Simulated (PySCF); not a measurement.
Compound: C5H12NPS.
Atom-mapped SMILES: `[CH3:1][P:2]1(=[NH:3])[CH2:4][CH2:5][S:6][CH2:7][CH2:8]1` (hydrogens: H9, H10, H11 on C1; H12 on N3; H13, H14 on C4; H15, H16 on C5; H17, H18 on C7; H19, H20 on C8)

Cartesian coordinates in Å at the PBE0-D3(BJ)/def2-SVP level; atoms count from 1:
```
atom  x, y, z in Å
C1    -2.148   -0.211   -1.108
P2    -0.718   -0.427    0.009
N3    -0.761   -1.549    1.111
C4    -0.347    1.288    0.576
C5     0.973    1.296    1.337
S6     2.415    0.948    0.287
C7     2.001   -0.732   -0.270
C8     0.702   -0.811   -1.063
H9    -1.936    0.508   -1.914
H10   -3.012    0.143   -0.526
H11   -2.400   -1.191   -1.540
H12   -1.480   -1.431    1.822
H13   -0.312    1.980   -0.282
H14   -1.175    1.601    1.237
H15    0.935    0.560    2.156
H16    1.173    2.284    1.778
H17    1.943   -1.408    0.598
H18    2.857   -1.042   -0.889
H19    0.540   -1.839   -1.427
H20    0.721   -0.125   -1.925
```

Method used: PySCF 2.14.0, density-fitted response routines, TDDFT wB97X-D/def2-SVPD, vertical, gas phase, core orbitals frozen in the response.

Frontier orbitals with the atoms that hold most of them (Löwdin shares over 4%, at most four atoms; ? is withheld):

```tsv
orbital	ε (eV)	atoms
HOMO-3	-10.57	S6 50%, C7 13%, C5 13%, C8 5%
HOMO-2	-9.09	N3 61%, P2 13%, H12 7%, C4 4%
HOMO-1	-8.36	S6 59%, N3 10%, C5 7%, C7 7%
HOMO	-8.11	?
LUMO	?	?
LUMO+1	2.20	S6 66%, C5 5%, C7 5%, H18 5%
LUMO+2	2.44	S6 51%, C1 8%, C7 5%, C5 5%
```

Which atoms hold the LUMO, and with what shares?

C1 (bonded to P and 3 H) 17%; S6 (bonded to 2 C) 11%; C4 (bonded to C, P and 2 H) 9%; H9 (bonded to C) 8%. By element: carbon 26% or more, sulfur 11%, hydrogen 8% or more.

Which atoms hold the HOMO, and with what shares?

N3 (bonded to P and H) 52%; P2 (bonded to 3 C and N) 13%; S6 (bonded to 2 C) 10%; C4 (bonded to C, P and 2 H) 6%.

What is the LUMO energy, and the HOMO–LUMO gap?

ε(LUMO) = 2.01 eV; the gap is 10.12 eV (0.3719 hartree).

The HOMO–LUMO gap is 10.12 eV. Where does the response calculation put the lowest singlet, and from which orbitals?

S1 is at 5.65 eV (f = 0.0003), 4.47 eV below the gap, made of HOMO-1→LUMO+1 (61%), HOMO→LUMO+1 (15%). Its leading pair isn't HOMO and LUMO; the energies of that pair differ by 10.56 eV. 

Next come S2 at 6.05 eV (f 0.051), HOMO→LUMO (53%), HOMO→LUMO+6 (17%); S3 at 6.37 eV (f 0.033), HOMO-1→LUMO+2 (41%), HOMO-1→LUMO (33%), HOMO→LUMO+2 (12%); S4 at 6.93 eV (f 0.0035), HOMO→LUMO+4 (18%), HOMO→LUMO (13%), HOMO→LUMO+6 (11%); S5 at 6.99 eV (f 0.023), HOMO-1→LUMO (15%), HOMO-1→LUMO+3 (14%), HOMO-1→LUMO+4 (14%).

One conformer stands for the species.
